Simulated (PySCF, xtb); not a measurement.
F2H4O2Si2, SMILES O[Si](F)(F)O[SiH3].

GFN2-xTB (xtb) at its own geometry gives an orbital gap of 6.30 eV and a dipole moment of 1.01 D.

Geometry optimised at PBE-D3(BJ)/def2-SVP. The structure was generated by enumeration, and PubChem lists no compound with its InChIKey, so it may never have been made. The values are those of a single conformer.

Problem. What does HF/def2-TZVP in PySCF give? (An estimate is asked for; the answer gives what the named calculation found.)

Solution. gap 15.71 eV (levels -12.97 and 2.75 eV), dipole 0.76 D.
